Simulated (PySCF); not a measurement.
Gas-phase reaction: GaF3 + HF ⇌ GaH + 4 F

Computed with PySCF and rigid-rotor harmonic-oscillator thermochemistry at 1 bar. † marks an energy on the PBE0/def2-TZVP geometry and frequencies. CCSD(T) freezes the core. Open shells (unrestricted): F (multiplicity 2, electronic degeneracy 6); the rest are closed-shell singlets. Spin-orbit splitting is ignored; it lowers the true energy and changes the entropy of F. Ga: all electrons, no relativistic terms. GaH: computed as isolated molecules; such fragments, hydroxides, amides, oligomers or adducts are transient or little studied in the gas. CCSD(T) isn't extrapolated to the basis-set limit; its ΔH°(298 K) is 1577.8 kJ in def2-SVP and 1659.3 kJ in def2-TZVPP. The harmonic model lacks anharmonicity and excited electronic states, which grow with temperature; levels with a mode under 35 cm⁻¹ are left out.

```json
[
 {"level": "BLYP/def2-TZVP†", "ΔE electronic, kJ": "1677", "ΔH°(298 K), kJ": "1655", "ΔS°(298 K), J/K": "375", "ΔG°(800 K), kJ": "1351"},
 {"level": "CCSD(T)/def2-TZVPP†", "ΔE electronic, kJ": "1681", "ΔH°(298 K), kJ": "1659", "ΔS°(298 K), J/K": "375", "ΔG°(800 K), kJ": "1355"},
 {"level": "HF/def2-TZVP†", "ΔE electronic, kJ": "1172", "ΔH°(298 K), kJ": "1150", "ΔS°(298 K), J/K": "375", "ΔG°(800 K), kJ": "846"},
 {"level": "M06-2X/def2-TZVP†", "ΔE electronic, kJ": "1716", "ΔH°(298 K), kJ": "1694", "ΔS°(298 K), J/K": "375", "ΔG°(800 K), kJ": "1390"},
 {"level": "PBE0/def2-SVP†", "ΔE electronic, kJ": "1644", "ΔH°(298 K), kJ": "1621", "ΔS°(298 K), J/K": "375", "ΔG°(800 K), kJ": "1318"},
 {"level": "ωB97M-V/def2-TZVP†", "ΔE electronic, kJ": "1678", "ΔH°(298 K), kJ": "1656", "ΔS°(298 K), J/K": "375", "ΔG°(800 K), kJ": "1352"}
]
```
ΔH° is lowest at HF/def2-TZVP† and highest at M06-2X/def2-TZVP†. No reference value is set beside these.
